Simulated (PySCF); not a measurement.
# One molecule, several mistakes: AlBCH6Si

These are calculations, not measurements. The program is PySCF 2.14.0, an open-source quantum chemistry code, run on an isolated molecule that a program drew, which may never have been made. The molecule is AlBCH6Si (charge 0, singlet), drawn as the SMILES string `B=[C]([AlH2])[SiH3]`.

Each row is a Hartree-Fock (HF) and frozen-core CCSD(T) single point in the cc-pV(D+d)Z basis, meant for a local HF minimum. Run 1 is clean. Each other run has one planted mistake out of seven kinds, and not every kind appears here: one electron removed, one electron added, multiplicity raised by two, geometry at a saddle point, minimal basis STO-3G, one bond length entered in bohr, all coordinates scaled. The reference is restricted for singlets and unrestricted otherwise, and also for a bond in bohr. Adding or removing an electron swaps singlet and doublet. Electrons count all cores. HOMO and LUMO are orbital energies over both spins, the gradient is its largest component, and the lowest frequency (negative if imaginary) is given only where the gradient is small. Bond lengths are over the 9 bonds as drawn. T1 is the CCSD diagnostic: over 0.02 (restricted) or 0.045 (unrestricted) a single reference is doubtful.

Geometry of the clean run:
```xyz
10
AlBCH6Si, angstrom
B    -1.2651   -1.8441   -2.4345
C    -1.1594   -1.0324   -1.3373
Al   -2.8574   -0.1426   -1.0943
Si    0.3071   -0.7771   -0.2343
H    -1.4140   -2.5229   -3.3838
H    -3.0475    0.8688    0.1023
H    -4.0463   -0.4343   -2.0971
H    -0.0132   -1.1482    1.1649
H     0.7275    0.6446   -0.2349
H     1.4623   -1.5970   -0.6732
```

| run | electrons | basis functions | <S^2> | HOMO (eV) | LUMO (eV) | gradient (hartree/bohr) | lowest frequency (cm^-1) | mean bond (Å) | longest bond (Å) | T1 | HF (hartree) | CCSD(T) (hartree) | mistake |
|---|---|---|---|---|---|---|---|---|---|---|---|---|---|
| 1 | 44 | 104 | 0.000 | -9.58 | 1.51 | 1.8e-05 | 80 | 1.5488 | 1.932 | 0.0145 | -596.86649 | -597.31390 | no fault |
| 2 | 44 | 34 | 0.000 | -6.59 | 7.88 | 4.6e-02 | - | 1.5488 | 1.932 | 0.0136 | -589.82238 | -590.05926 | minimal basis STO-3G |
| 3 | 44 | 104 | 0.797 | -8.62 | 1.44 | 9.7e-03 | - | 1.6954 | 2.803 | 0.0506 | -596.75381 | -597.19270 | one bond length entered in bohr |
| 4 | 45 | 104 | 0.806 | 0.52 | 6.66 | 2.6e-02 | - | 1.5488 | 1.932 | 0.0212 | -596.82849 | -597.29560 | ? |

**Which mistake was planted in run 4, and what did it cost?**

It counts 45 electrons, one more than the clean run, at the same geometry and basis. So the mistake is: one electron added. Subtracting run 1 and multiplying by 627.51 kcal/mol a hartree, the energy moved by 23.8 kcal/mol in HF and 11.5 kcal/mol in CCSD(T).

Cautions from the logs. Run 3: T1 is over the limit, so its CCSD(T) energy is less reliable; run 4: the HOMO is above zero, so the electron isn't bound and the energy depends on the basis.
